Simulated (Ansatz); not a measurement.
`B[SiH2][GeH3]` + `BO` → `BOB` + `[SiH3][GeH3]` at 298.15 K and 1 bar (cleavage of the B–Si bond).

Isolated molecules relaxed with PBE0-D4/def2-TZVP in Ansatz; ΔE leaves out vibrations. CCSD(T)/CBS is the MP2 limit (def2-TZVPP, def2-QZVPP) plus CCSD(T) − MP2 in def2-TZVPP, frozen cores. This one scheme is used for every species. For Ge outer-core shells are correlated without core-valence functions, which leaves a few kJ/mol of doubt a bond. Scalar relativity is left out up to krypton.

```csv
species,CCSD(T)/CBS energy (Eh),H − E (kJ/mol),S (J/(mol·K))
`B[SiH2][GeH3]`,-2394.14795,178.4,345.5
`BO`,-101.80414,103.5,230.4
`BOB`,-127.21702,136.1,262.9
`[SiH3][GeH3]`,-2368.78170,140.9,292.8
```

H − E and S are ideal-gas, rigid-rotor, harmonic terms from PBE0-D4/def2-TZVP. 1 Eh = 2625.50 kJ/mol, R = 8.31446 J/(mol·K).

**Question.** By hand: ΔE, ΔH, ΔS and ΔG.

**Answer.** ΔE = (-127.21702) + (-2368.78170) − (-2394.14795) − (-101.80414) = -0.04663 Eh = -122.4 kJ/mol. Δ(H − E) = 136.1 + 140.9 − 178.4 − 103.5 = -4.9, so ΔH = -127.3 kJ/mol. ΔS = 262.9 + 292.8 − 345.5 − 230.4 = -20.2 J/(mol·K). ΔG = -127.3 − 298.15 × (-20.2)/1000 = -121.3 kJ/mol.

**Question.** By hand: the equilibrium constant, and the temperature at which ΔG would vanish if ΔH and ΔS stayed fixed.

**Answer.** log₁₀ K = −ΔG/(RT ln 10) = 21.3. ΔG = 0 at ΔH/ΔS = 6302 K, far beyond where these terms or the molecules hold.

ΔH outweighs TΔS. A doubt of 5 kJ/mol in ΔE shifts log₁₀ K by 0.9 here. These are equilibria of isolated gas molecules and say nothing of rates. Largest T1 diagnostic: 0.014 (customary marks: 0.02 for closed shells, 0.045 for open ones).
